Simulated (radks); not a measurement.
Species: Ce3+. Configuration: [Xe] 5d1 (not the ground configuration). Calculated with a radial shooting solver on a logarithmic mesh with Libxc functionals: scalar-relativistic Kohn-Sham, PBE, spin-polarised, spherical densities, finite nucleus; open shells are filled with parallel spins first (spin-orbit coupling, left out, can overturn this in heavy ions); Fermi nuclear charge, rms radius 4.8771 fm.

Normalised radial functions P(r) = r R(r), r in bohr:

r,5d up
0.002739,0.0000
0.004185,0.0001
0.006447,0.0003
0.00993,0.0010
0.0153,0.0032
0.02356,0.0097
0.03629,0.0273
0.0559,0.0685
0.08542,0.1417
0.1316,0.2233
0.2027,0.2023
0.3122,-0.0386
0.4809,-0.3357
0.7407,-0.2293
1.141,0.3284
1.743,0.7386
2.685,0.5950
4.137,0.2111
6.372,0.0243

5d up: eigenvalue -25.835 eV, 2 radial nodes at r = 0.297, 0.904 bohr, <r> = 2.24 bohr, 90 % of the charge inside 3.32 bohr.
